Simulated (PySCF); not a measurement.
Ga(Cl)(vinyl)(OH) (C2H4ClGaO), SMILES C=[CH][Ga]([OH])[Cl].

Coordinates come from a B3LYP-D3(BJ)/def2-SVP optimisation. The structure was generated by enumeration; whether it is a known compound was not checked. One conformer was computed; it need not be the lowest.

Computed with r2SCAN/def2-TZVP (PySCF).

Isolated molecule, no solvent.

Computed frontier levels, gap, dipole moment and polarisability:
| Property | Result |
|---|---|
| highest occupied level | -7.51 eV |
| lowest empty level | -2.21 eV |
| orbital gap | 5.29 eV |
| dipole moment | 1.59 D |
| quadrupole, principal values (traceless, Buckingham form, about the centre of nuclear charge) | -7.69, -0.70, 8.39 D·Å |
| mean static polarisability | 66.3 bohr³ (9.82 Å³) |
| polarisability, principal values | 43.1, 62.8, 93.0 bohr³ |
